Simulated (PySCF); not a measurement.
Spinor energies of Ir⁴²⁺ (iridium, charge +42)

Start: [Ar] 3d10 4s2 4p5; 4p1/2 filled at m_j = -1/2, +1/2; 4p3/2 filled at m_j = -1/2, +1/2, +3/2. Calculated with PySCF 2.14 in an even-tempered Gaussian basis (16 s from 5.3 bohr⁻², ratio 2.8; 14 p from 6.9 bohr⁻², ratio 2.8; 8 d from 12 bohr⁻², ratio 2.8; 4 f from 32 bohr⁻², ratio 3): generalised Hartree-Fock with the X2C-1e Hamiltonian and a Gaussian nucleus; one run each with spin-orbit coupling (SO) switched off, then screened by Boettger's factors.

```tsv
spinor shell	electrons	ε, spin-free (eV)	ε, screened SO (eV)	weight of nominal j (screened SO)	rms radius, screened SO (bohr)
1s1/2	2	-78544.1	-78515.6	1.000	0.0197
2s1/2	2	-15537.8	-15528.0	1.000	0.0795
2p1/2	2	-13771.2	-14940.7	1.000	0.0674
2p3/2	4	-13771.2	-13304.0	1.000	0.0751
3s1/2	2	-5155.1	-5151.1	1.000	0.201
3p1/2	2	-4625.7	-4893.5	1.000	0.192
3p3/2	4	-4625.7	-4515.1	1.000	0.207
3d3/2	4	-4051.8	-4098.1	1.000	0.181
3d5/2	6	-4051.8	-4016.7	1.000	0.185
4s1/2	2	-2363.4	-2362.0	1.000	0.423
4p1/2	2	-2170.0	-2253.1	1.000	0.416
4p3/2	3	-2170.0	-2135.4	1.000	0.439
```

| quantity | spin-free | screened SO |
| --- | --- | --- |
| E (hartree) | -16666.56550 | -16692.82173 |
| M_J | 3/2 | 3/2 |
| ⟨J²⟩ | 3.751 | 3.751 |
| ⟨L²⟩ | 2.001 | 2.084 |
| ⟨S²⟩ | 0.750 | 0.834 |

Each row is a mean over spinors that exchange with the open shell spreads, by up to 13.173 eV (4s1/2).

Breit and QED terms are absent; they matter most for the inner s and p1/2 levels.

Densities and radii are taken from the X2C orbitals without a picture-change correction, which distorts them close to the nucleus.

Without spin-orbit coupling the j labels of p, d and f shells carry no meaning; the spin-free column gives the mean over the occupied spinors of each nl shell.
